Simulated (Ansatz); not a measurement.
Species: sum formula SiNHCl₃, charge 0, multiplicity 2. It need not be the lowest isomer of its formula. 
Structure (B3LYP-D3(BJ)/def2-TZVP (Ansatz, an electronic-structure program) minimum search):
SMILES: [NH][Si](Cl)(Cl)Cl
```xyz
6

Si     0.2593     0.1023     0.0111
Cl     0.0991    -1.2676    -1.4979
Cl    -0.2454    -0.7505     1.7991
Cl    -0.9950     1.6545    -0.3635
N      1.8869     0.6867     0.0895
H      2.5634    -0.0587     0.2770
```
Charge 0, spin multiplicity 2.

Total electronic energies in hartree. Cores are frozen in the correlated levels unless marked. Open shells are spin-unrestricted. Spin-orbit coupling is left out. Non-relativistic unless marked X2C. Basis-set limits of correlation are two-point, X^-3; Hartree-Fock from the larger set (for Q and 5 zeta extrapolated as (X+1)exp(-9√X)).

```
level                                        program  energy (Eh)
------------------------------------  --------------  -----------
PBE0/STO-3G                                   Ansatz  -1705.84959
r2SCANh-D4/def2-TZVPD                 Ansatz + dftd4  -1725.49525
LC-wPBE/def2-TZVPD                            Ansatz  -1725.13356
B2GP-PLYP-D4/def2-TZVPD               Ansatz + dftd4  -1724.90382
SCS-MP2/STO-3G                                Ansatz  -1703.87494
CCSD/cc-pV(D+d)Z                              Ansatz  -1723.30976
CCSD/CBS(cc-pV(Q+d)Z,cc-pV(5+d)Z)             Ansatz   -1723.7622
X2C-CCSD(T)/cc-pVTZ-DK                        Ansatz  -1728.49612
CCSD(T)/CBS(cc-pV(Q+d)Z,cc-pV(5+d)Z)          Ansatz   -1723.8133
```

Totals of different functionals don't rank their quality; only differences between species are comparable.
